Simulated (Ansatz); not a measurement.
Input file for Ansatz (a first-principles code): R-SVWN5/def2-TZVPP on FHOSn (SMILES [OH][Sn][F]), a point of a torsion scan. Elements past Kr take the def2 small-core potentials; no spin–orbit coupling.

Ansatz 0.2 input:
```yaml
crystal:
  periodic: [false, false, false]
  atoms:
    - {symbol: O, position_ang: [-1.00951811, 0.02402549, 0.08009362]}
    - {symbol: Sn, position_ang: [0.70975257, 0.99645265, -0.09968916]}
    - {symbol: F, position_ang: [0.80196005, 1.49427881, -2.13727960]}
    - {symbol: H, position_ang: [-1.76156458, -0.56253474, 0.04335475]}
basis:
  gaussian:
    orbitals: def2-TZVPP
hamiltonian:
  xc: {name: SVWN5}
scf: {lower_state_search: off}
```

The head of its log:

```
WARN ansatz: RAYON_NUM_THREADS=1 ignored (pool sized by the plan → 1); use --threads N
Functional definition: SVWN5
these checks for a lower state are left out or cut short: stability, starts, cluster_reference, orbital_swaps, neighbouring_geometries, increment
integrals: 0.04 GiB planned
754 factors; their error is unknown
mean field: 0.30 GiB planned
mean field evaluation 1: about -10563.3740 eV, gradient 8.3e1 eV
mean field evaluation 2: about -10398.2701 eV, gradient 2.4e2 eV
```

Question: What total energy does the run end on?

Answer: -388.6177 hartree.
